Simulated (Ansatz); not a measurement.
Basis-set extrapolation for `FCC(F)=C(F)F` (PBE0-D4/def2-TZVP geometry, frozen core, Ansatz 0.2.0). Multiplicity 1, RHF reference.

```csv
,def2-TZVPP,def2-QZVPP
HF,-512.688117,-512.710480
MP2 correlation,-1.458031,-1.585814
CCSD(T) correlation,-1.526595,not run
```

Energies in hartree. Use E(X) = E(∞) + A·exp(−7.88·√X) for Hartree–Fock and E(X) = E(∞) + B·X^(−2.97) for correlation, with X = 3 and 4, and add CCSD(T) minus MP2 of the smaller set to the MP2 limit.

Question: What is the CCSD(T) energy at the basis-set limit?

Answer: HF limit: -512.710480 + (-0.022363) × 0.13774 = -512.71356. MP2 limit: -1.585814 + (-0.127783) × 0.74074 = -1.68047. Higher-order term: -1.526595 − (-1.458031) = -0.06856. Total: -514.46259 hartree, 650.8 kJ/mol below CCSD(T)/def2-TZVPP.
